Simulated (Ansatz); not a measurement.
A single F atom.

UHF-CCSD on doublet F was run in several spherical basis sets with Ansatz (development build ahead of 0.2.0). Frozen core: 1 orbital.

Q: Rank the basis sets by the total energy that they give, lowest first, with the distance from the lowest.
A. 6-31G
B. cc-pVTZ
C. cc-pVDZ
D. def2-SVP

A: B (0.00 eV), C (2.45 eV), A (4.65 eV), D (4.98 eV).

Totals follow the description of the cores as much as that of the bonds, so this order isn't one of quality for chemistry.
